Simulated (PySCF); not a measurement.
P (phosphorus, neutral) across methods

[Ne] 3s1 3p3 3d1, high-spin 6D determinant (an excited configuration). All numbers are calculated (PySCF 2.14, the non-relativistic Hamiltonian (point nucleus), in aug-cc-pV(Q+d)Z with one added diffuse shell each of s, p, d, f, g type (8s7p6d4f3g, 114 functions)).

| method | E (hartree) | mean ε 3s α (eV) | mean ε 3p α (eV) | mean ε 3d α (eV) | Σ⟨r²⟩ (bohr²) | ⟨S²⟩ |
| --- | --- | --- | --- | --- | --- | --- |
| PBE | -340.6118 | -19.701 | -10.608 | -0.834 | 63.28 | 8.750 |
| wB97X-V | -340.6953 | -24.619 | -14.167 | -2.105 | 59.08 | 8.750 |
| UHF | -340.28212 | -28.773 | -15.974 | -1.982 | 64.19 | 8.750 |
| r2SCAN | -340.7637 | -20.661 | -11.046 | -0.754 | 62.27 | 8.750 |
| PBE0 | -340.6458 | -22.063 | -12.029 | -1.164 | 62.52 | 8.750 |
| wB97M-V | -340.7358 | -24.056 | -13.785 | -2.043 | 59.58 | 8.750 |
| revPBE | -340.7143 | -19.739 | -10.637 | -0.864 | 64.11 | 8.750 |

Question: Estimate the same row for LDA.

Answer: E (hartree) = -339.4912; mean ε 3s α (eV) = -19.551; mean ε 3p α (eV) = -10.535; mean ε 3d α (eV) = -0.783; Σ⟨r²⟩ (bohr²) = 61.89; ⟨S²⟩ = 8.750.

The outer electron is Rydberg-like, and this basis confines it to a smaller radius and binds it less than a complete one would.
